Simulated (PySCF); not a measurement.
A structure optimised at TPSSh-D3(BJ)/def2-TZVP, used in a PySCF frequency run:

```xyz
7

Zn     0.0000     0.0000     0.0200
N     -0.0654    -1.8134    -0.0876
H      0.7698    -2.2848    -0.4158
H     -0.4019    -2.3095     0.7294
N      0.0654     1.8134    -0.0876
H     -0.7698     2.2848    -0.4158
H      0.4019     2.3095     0.7294
```
Charge 0, spin multiplicity 1.

Task: Write its SMILES, formula and point group.

Result: [NH2][Zn][NH2], H₄N₂Zn, C2

Task: What are its rotational constants (standard atomic weights)?

Result: 154.31, 4.3929, 4.3913 GHz
